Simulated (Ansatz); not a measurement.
Reaction (ligand exchange at the Al–N bond): `[CH3][AlH][N]=C=O` + `CBN` → `CB[NH][AlH][CH3]` + `N=C=O`

Gas-phase electronic energies from Ansatz, PBE0-D4/def2-TZVP geometries. CBS: MP2 limit from def2 TZ/QZ plus the TZ coupled-cluster correction, frozen cores. This one scheme is used for every species. Functionals use def2-TZVPP. Each species was taken in one conformer, which may not be the lowest.

`[CH3][AlH][N]=C=O`:

```xyz
9

C    -1.131   -1.245   -0.063
Al    0.637   -0.506    0.225
N     0.859    1.241   -0.006
C     1.028    2.415   -0.155
O     1.190    3.561   -0.302
H    -1.144   -2.336   -0.004
H    -1.834   -0.862    0.684
H    -1.525   -0.951   -1.040
H     1.920   -1.318    0.660
```

`CBN`:

Cartesian coordinates in Å:
```
C -1.073 -0.301 -0.378
B 0.425 0.162 -0.369
N 1.151 0.290 0.811
H -1.188 -1.205 -0.986
H -1.704 0.456 -0.856
H -1.485 -0.507 0.614
H 0.999 0.424 -1.393
H 2.111 0.585 0.838
H 0.763 0.095 1.719
```

`CB[NH][AlH][CH3]`:

Cartesian coordinates in Å:
```
C 0.999 1.010 2.065
B 0.453 1.590 0.713
N -0.076 0.791 -0.325
Al -0.294 -0.995 -0.463
C -1.075 -1.697 -2.104
H 0.946 -0.076 2.166
H 2.042 1.316 2.205
H 0.455 1.458 2.905
H 0.484 2.785 0.542
H -0.382 1.327 -1.127
H 0.149 -1.929 0.735
H -1.335 -0.920 -2.827
H -0.385 -2.391 -2.596
H -1.983 -2.269 -1.889
```

`N=C=O`:

```xyz
4

N     0.270   -0.692    0.185
C    -0.130    0.310   -0.359
O    -0.493    1.205   -1.003
H     0.354   -0.822    1.177
```

| species | PBE0-D4 energy (Eh) |
| --- | --- |
| `[CH3][AlH][N]=C=O` | -450.82992 |
| `CBN` | -121.26533 |
| `CB[NH][AlH][CH3]` | -403.49730 |
| `N=C=O` | -168.56988 |

(1) Work out ΔE.

Largest T1 diagnostic among the species: 0.018.

Results:

(1) ΔE = (-403.49730) + (-168.56988) − (-450.82992) − (-121.26533) = 0.02807 Eh = +0.76 eV. CCSD(T)/CBS gives +0.75 eV.

At CCSD(T), def2-SVP lies +0.07 eV from the extrapolated value and def2-TZVPP −0.00 eV. From PBE to PBE0 (25 % exact exchange), in def2-TZVPP and without D4, ΔE moves by +0.04 eV. In def2-TZVPP, CCSD(T) changes the Hartree–Fock value by −0.19 eV (the triples alone add −0.03 eV) and MP2 by −0.17 eV.
